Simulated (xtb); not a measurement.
B(H)2(NHMe) (CH6BN), SMILES N(C)B. All values are semi-empirical tight-binding results from xtb (GFN2-xTB unless named), good for trends rather than for accurate numbers. Geometry: GFN2-xTB.

Optimised geometry:

```xyz
9

B      0.2463    -1.3550     0.0000
H     -0.3883    -2.3396     0.0000
H      1.4181    -1.3682     0.0000
N     -0.4106    -0.1459     0.0000
C      0.1737     1.1747     0.0000
H     -1.4204    -0.1085     0.0000
H     -0.1334     1.7387    -0.8862
H     -0.1334     1.7387     0.8862
H      1.2577     1.0870     0.0000
```

- point group as xtb finds it = Cs
- orbital gap = 5.99 eV
- dipole moment = 2.14 D
- zero-point energy = 46.8 kcal/mol
- G − E(el) at 298.15 K (modified RRHO) = 30.9 kcal/mol
- static polarisability (D4 model) = 38.3 bohr³
- solvation energy, GFN2-xTB/ALPB(water) = -3.0 kcal/mol
- solvation energy, GFN2-xTB/ALPB(dmso) = -4.8 kcal/mol

Question: Give the IR lines (harmonic; lines under 4 % of the strongest left out, lines within 3 cm⁻¹ merged). (An estimate is asked for; the answer gives what the named calculation found.)

Answer: ν (cm⁻¹): 436 (w), 763 (s), 862 (s), 881 (w), 1120 (w), 1177 (w), 1312 (w), 1476 (m), 1511 (m), 2612 (s), 2642 (vs), 2934 (m), 2957 (m), 3040 (w) (against the strongest line: vs over 80 %, s over 45 %, m over 15 %, w over 4 %, vw less)

Question: Give the atomic charges and the Wiberg bond orders between heavy atoms. (Estimate from the structure and the level; the computed values follow.)

Answer: charges (e) B1 0.22, H2 -0.12, H3 -0.12, N4 -0.22, C5 -0.04, H6 0.15, H7 0.04, H8 0.04, H9 0.06. Bond orders B1–N4 1.46, N4–C5 1.02.
